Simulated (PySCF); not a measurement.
A structure optimised at PBE0-D3(BJ)/def2-SVP, used in a PySCF frequency run:

```xyz
11

B      0.3025    -0.5541     0.0000
Br    -0.2046     1.3132     0.0000
C      1.8314    -0.8799     0.0000
H      2.0648    -1.9541     0.0000
H      2.3124    -0.4179     0.8783
H      2.3124    -0.4179    -0.8783
C     -0.8569    -1.5814     0.0000
C     -0.6476    -2.9084     0.0000
H     -1.8931    -1.2233     0.0000
H     -1.4707    -3.6312     0.0000
H      0.3627    -3.3310     0.0000
```

### Question
Write its SMILES, formula and point group.

### Answer
C=CB(C)Br, C3H6BBr, Cs

### Question
What are its rotational constants (standard atomic weights)?

### Answer
6.2556, 1.6318, 1.3046 GHz
